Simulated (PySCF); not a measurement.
Input of a run (PBE0-D3(BJ)/def2-SVP geometry optimisation, gas phase (PySCF 2.14.0)), started from GFN2-xTB:
```
{"job": {"xc": "PBE0", "basis": "def2-SVP", "d3": "d3bj", "grid": 1, "shake": 0.01, "kind": "geom"}, "charge": 0, "multiplicity": 1}
C     -2.259530     0.587770     0.603420
C     -2.164740    -0.598980    -0.260030
S     -3.220870    -1.839870    -0.117710
Si    -0.763580    -0.659640    -1.587540
N      0.677110    -0.180790    -0.800710
C      1.693270     0.564200    -1.346970
C      2.725250     0.670730    -0.451350
C      2.337940    -0.024580     0.708860
C      1.081170    -0.528170     0.492150
H     -2.495590     1.478060    -0.018230
H     -3.079750     0.498680     1.347210
H     -1.325550     0.810880     1.107180
H     -1.106320     0.359120    -2.613490
H     -0.697130    -2.016880    -2.100430
H      1.596250     0.933570    -2.339740
H      3.639500     1.210860    -0.587540
H      2.897820    -0.128960     1.611170
H      0.437200    -1.124060     1.103260
```

Output (energies in Eh, forces in Eh/bohr):
```
step   0  E = -975.46494935  max force = 0.040353
step   1  E = -975.47168201  max force = 0.002535
step   2  E = -975.47193487  max force = 0.001909
step   3  E = -975.47194966  max force = 0.003960
step   4  E = -975.47210105  max force = 0.003875
step   5  E = -975.47214246  max force = 0.004333
step   6  E = -975.47231692  max force = 0.001634
step   7  E = -975.47244782  max force = 0.001476
step   8  E = -975.47261613  max force = 0.001996
step   9  E = -975.47288052  max force = 0.001550
step  10  E = -975.47326300  max force = 0.000770
step  11  E = -975.47373672  max force = 0.001637
step  12  E = -975.47412181  max force = 0.001555
step  13  E = -975.47419790  max force = 0.002072
step  14  E = -975.47427075  max force = 0.001418
step  15  E = -975.47432027  max force = 0.000818
step  16  E = -975.47435175  max force = 0.000737
step  17  E = -975.47437518  max force = 0.000468
step  18  E = -975.47438026  max force = 0.000196
optimisation converged
```

Summarise the run.

The energy falls by 24.8 kJ/mol over 19 energy and gradient evaluations, the largest force component goes from 0.0404 to 2.0e-04 Eh/bohr, and the atoms move by 0.757 Å rms after alignment. The bond that changes most is Si4–N5 (SiH2 silicon to pyrrole-type nitrogen), which lengthens by 0.065 Å. Bonds longer at the end by more than 0.005 Å: 10 of 18; shorter: 5. Among the angles that change most is S3–C2–Si4, from 120.3° to 113.7°. Among the dihedrals that turn most is H13–Si4–N5–C6, from -29° to 36°. The energy never rose by more than 1e-6 Eh on the way. The first step brought 71 % of the lowering.

What are the final bond lengths?

C1–C2 1.488 Å, C2=S3 1.628 Å, C2–Si4 1.894 Å, Si4–N5 1.775 Å, N5–C6 1.380 Å, C6–C7 1.375 Å, C7–C8 1.424 Å, C8–C9 1.375 Å, N5–C9 1.381 Å, C1–H10 1.104 Å, C1–H11 1.099 Å, C1–H12 1.105 Å, Si4–H13 1.486 Å, Si4–H14 1.487 Å, C6–H15 1.089 Å, C7–H16 1.088 Å, C8–H17 1.088 Å, C9–H18 1.089 Å. Numbering counts from 1 in the input's order; the species is `CC(=S)[SiH2]n1cccc1`.

The run used 179 basis functions and 145 SCF cycles in all. On one thread, Arm Neoverse N1 (aarch64), on a shared host, this took 9.8 min wall and 0.87 GiB of memory at its peak.

Whether it is a minimum is left open (no frequencies). The numbers are those of one conformer.
